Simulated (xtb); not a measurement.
xtb input (GFN1-xTB):

```bash
xtb mol.xyz --gfn 1 --opt tight --chrg 0 --uhf 0
```
mol.xyz:
```
8

C     -3.13261594    -0.62674951     0.24000424
O     -2.04963595     0.24163908    -0.02318899
Al    -0.38576496     0.11668070    -0.02405405
Br     0.83658969     1.91645348    -0.54777356
Br     0.60626056    -1.83465146     0.49443730
H     -2.79688348    -1.63189345     0.51081357
H     -3.76575679    -0.69652037    -0.64707024
H     -3.72939102    -0.22412167     1.06121478
```

Output:

```
           -------------------------------------------------
          |                Calculation Setup                |
           -------------------------------------------------

           -------------------------------------------------
          |                 G F N 1 - x T B                 |
           -------------------------------------------------

        Reference                      10.1021/acs.jctc.7b00118
      * Hamiltonian:
        H0-scaling (s, p, d)           1.850000    2.250000    2.000000
        zeta-weighting                 0.000000
      * Dispersion:
        s8                             2.400000
        a1                             0.630000
        a2                             5.000000
        s9                             0.000000
      * Repulsion:
        kExp                           1.500000
        rExp                           1.000000
      * Coulomb:
        alpha                          2.000000
        third order                    atomic
        anisotropic                    false
      * Halogen bond correction:
        rad-scale                      1.300000
        damping                        0.440000

          ...................................................
          :                      SETUP                      :
          :.................................................:
          :  # basis functions                  44          :
          :  # atomic orbitals                  41          :
          :  # shells                           19          :
          :  # electrons                        30          :
          :  # halogen bonds                     2          :
          :  max. iterations                   250          :
          :  Hamiltonian                  GFN1-xTB          :
          :  restarted?                      false          :
          :  GBSA solvation                  false          :
          :  PC potential                    false          :
          :  electronic temp.          300.0000000     K    :
          :  accuracy                    1.0000000          :
          :  -> integral cutoff          0.2500000E+02      :
          :  -> integral neglect         0.1000000E-07      :
          :  -> SCF convergence          0.1000000E-05 Eh   :
          :  -> wf. convergence          0.2000000E-04 e    :
          :  Broyden damping             0.4000000          :
          :  net charge                          0          :
          :  unpaired electrons                  0          :
          ...................................................

 iter      E             dE          RMSdq      gap      omega  full diag
   1    -17.6300123 -0.176300E+02  0.704E+00    3.88       0.0  T
   2    -17.7077600 -0.777477E-01  0.468E+00    4.71       1.0  T
   3    -17.7508907 -0.431307E-01  0.256E+00    4.44       1.0  T
   4    -17.7670447 -0.161540E-01  0.299E-01    4.81       1.0  T
   5    -17.7671819 -0.137168E-03  0.278E-02    4.81       1.3  T
   6    -17.7671901 -0.824181E-05  0.118E-02    4.81       3.0  T
   7    -17.7671907 -0.564178E-06  0.417E-03    4.82       8.5  T
[...]
    * Orbital Energies and Occupations

         #    Occupation            Energy/Eh            Energy/eV
      -------------------------------------------------------------
         1        2.0000           -0.7539979             -20.5173
       ...           ...                  ...                  ...
         3        2.0000           -0.7132395             -19.4082
         4        2.0000           -0.6415203             -17.4567
         5        2.0000           -0.5705324             -15.5250
         6        2.0000           -0.5603238             -15.2472
         7        2.0000           -0.5588265             -15.2064
         8        2.0000           -0.5068975             -13.7934
         9        2.0000           -0.4749935             -12.9252
        10        2.0000           -0.4655551             -12.6684
        11        2.0000           -0.4598714             -12.5137
        12        2.0000           -0.4565292             -12.4228
        13        2.0000           -0.4495748             -12.2336
        14        2.0000           -0.4476655             -12.1816
        15        2.0000           -0.4429700             -12.0538 (HOMO)
        16                         -0.2822907              -7.6815 (LUMO)
        17                         -0.1443967              -3.9292
        18                         -0.1354223              -3.6850
        19                         -0.1168832              -3.1806
        20                         -0.1088318              -2.9615
        21                         -0.1060293              -2.8852
        22                         -0.1041977              -2.8354
        23                         -0.1033897              -2.8134
        24                         -0.0981206              -2.6700
        25                         -0.0942959              -2.5659
        26                         -0.0867439              -2.3604
       ...                                ...                  ...
        41                          1.0593512              28.8264
      -------------------------------------------------------------
                  HL-Gap            0.1606792 Eh            4.3723 eV
             Fermi-level           -0.3626303 Eh           -9.8677 eV

  Mulliken/CM5 charges         n(s)   n(p)   n(d)
     1C     0.19151  0.07475   0.964  2.845  0.000
     2O    -0.52108 -0.58842   1.629  4.893  0.000
     3Al    0.42717  0.32044   0.924  1.006  0.643
     4Br   -0.06989 -0.01032   1.896  5.189 -0.015
     5Br   -0.08303 -0.02566   1.897  5.200 -0.014
     6H     0.01577  0.07352   0.984  0.000  0.000
     7H     0.01978  0.07784   0.980  0.000  0.000
     8H     0.01978  0.07784   0.980  0.000  0.000

Wiberg/Mayer (AO) data.
largest (>0.10) Wiberg bond orders for each atom

 ---------------------------------------------------------------------------
     #   Z sym  total        # sym  WBO       # sym  WBO       # sym  WBO
 ---------------------------------------------------------------------------
     1   6 C    3.927 --     7 H    0.981     8 H    0.981     6 H    0.977
                             2 O    0.932
     2   8 O    2.159 --     3 Al   1.118     1 C    0.932
     3  13 Al   3.827 --     4 Br   1.339     5 Br   1.313     2 O    1.118
     4  35 Br   1.463 --     3 Al   1.339
     5  35 Br   1.455 --     3 Al   1.313
     6   1 H    1.006 --     1 C    0.977
     7   1 H    1.012 --     1 C    0.981
     8   1 H    1.012 --     1 C    0.981
 ---------------------------------------------------------------------------

Topologies differ in total number of bonds
Writing topology from bond orders to xtbtopo.mol

 dipole moment from electron density (au)
     X       Y       Z
  -0.7688  -0.4049   0.1283  total (Debye):    2.233

           -------------------------------------------------
          |                Geometry Summary                 |
           -------------------------------------------------

      molecular mass/u    :      217.8225572
   center of mass at/Å    :        0.1986450       0.0091695      -0.0067644
  moments of inertia/u·Å² :        0.3259760E+03   0.6476473E+03   0.9704299E+03
rotational constants/cm⁻¹ :        0.5171434E-01   0.2602903E-01   0.1737130E-01

 * 7 selected distances

     #   Z          #   Z                                           value/Å
     1   6 C        2   8 O                                       1.4224634
     2   8 O        3  13 Al                                      1.6778502
     3  13 Al       4  35 Br                                      2.2693603
     3  13 Al       5  35 Br                                      2.2824882 (max)
     1   6 C        6   1 H                                       1.0988541
     1   6 C        7   1 H                                       1.0973986 (min)
     1   6 C        8   1 H                                       1.0973986

 * 4 distinct bonds (by element types)

   Z      Z             #   av. dist./Å        max./Å        min./Å
   1 H    6 C           3     1.0978838     1.0988541     1.0973986
   6 C    8 O           1     1.4224634     1.4224634     1.4224634
   8 O   13 Al          1     1.6778502     1.6778502     1.6778502
  13 Al  35 Br          2     2.2759243     2.2824882     2.2693603

optimized geometry written to: xtbopt.xyz

           -------------------------------------------------
          | TOTAL ENERGY              -17.671134274935 Eh   |
          | GRADIENT NORM               0.000097742268 Eh/α |
          | HOMO-LUMO GAP               4.372304639354 eV   |
           -------------------------------------------------

------------------------------------------------------------------------
------------------------------------------------------------------------
 total:
 SCF:
Note: The following floating-point exceptions are signalling: IEEE_DENORMAL
normal termination of xtb
 ANC optimizer:
```
